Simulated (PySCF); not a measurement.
Molecule: SMILES O=C(O)/C=C/Br, C₃H₃BrO₂.

Atoms are numbered as in `[O:1]=[C:2]([OH:3])/[CH:4]=[CH:5]/[Br:6]`; H(Xn) means a hydrogen on atom n.

Geometry PBE0-D3(BJ)/def2-SVP throughout; GIAO in PySCF 2.14, gas phase, one conformer, non-relativistic; equivalent atoms averaged; functional PBE0.

Question: How do the shifts δ (against H2O, TMS, HBr at the same level) depend on the basis set? (ppm; last column core-seconds on shared hosts with different chips, so compare them loosely)

Answer: 
```tsv
basis set	functions	O1	O3	C5	C2	C4	Br6	H(C5)	H(C4)	H(O3)	core-s
STO-3G	46	388.9	127.4	122.0	113.5	107.1	214.4	6.79	6.31	5.46	3.7
pcSseg-0	76	439.5	216.8	162.4	179.0	139.9	472.4	7.73	6.42	4.91	4.6
6-31G	78	376.1	186.5	144.0	157.8	126.5	364.0	7.92	6.55	5.09	7.3
6-31G*	108	346.6	177.4	142.2	151.6	122.8	392.4	7.62	6.13	5.06	9.7
cc-pVDZ	112	372.7	195.0	148.9	157.7	127.3	464.3	7.61	6.15	4.84	11
def2-SVP	117	373.5	194.3	148.4	157.4	126.0	488.9	7.59	6.15	5.04	10
pcSseg-1	141	399.7	211.6	156.3	166.3	133.3	543.0	7.78	6.43	5.63	19
aug-cc-pVDZ	178	359.2	190.4	150.2	161.1	126.1	470.9	8.17	6.64	5.54	16
def2-TZVP	221	384.1	205.0	156.7	166.7	132.5	509.5	8.10	6.57	5.35	28
cc-pVTZ	235	385.4	205.0	154.7	165.4	131.5	501.5	8.02	6.55	5.56	24
pcSseg-2	285	389.3	206.3	161.8	171.1	136.7	541.1	8.14	6.63	5.77	56
```

Question: Which nucleus moves most, in ppm?

Answer: Br6 (bromine bonded to C): from 214.4 ppm with STO-3G to 543.0 ppm with pcSseg-1. The smallest spread is 0.51 ppm, at H(C4). Proton shifts span only some 12 ppm, so a few tenths of a ppm matter as much there as several ppm in carbon.

Question: Taking the largest basis, pcSseg-2 (285 functions), as the yardstick, rank the others by their worst heavy-atom deviation.

Answer: pcSseg-1 10.4 ppm (141 functions), def2-TZVP 31.6 ppm (221 functions), cc-pVTZ 39.6 ppm (235 functions), def2-SVP 52.2 ppm (117 functions), pcSseg-0 68.7 ppm (76 functions), aug-cc-pVDZ 70.2 ppm (178 functions), cc-pVDZ 76.8 ppm (112 functions), 6-31G* 148.7 ppm (108 functions), 6-31G 177.0 ppm (78 functions), STO-3G 326.7 ppm (46 functions).

Relativistic effects, spin–orbit coupling among them, are left out; they matter for Br and for the light atoms bonded to it.

A small basis that lands close on one nucleus may do so by chance; judge by the trend and by all nuclei.
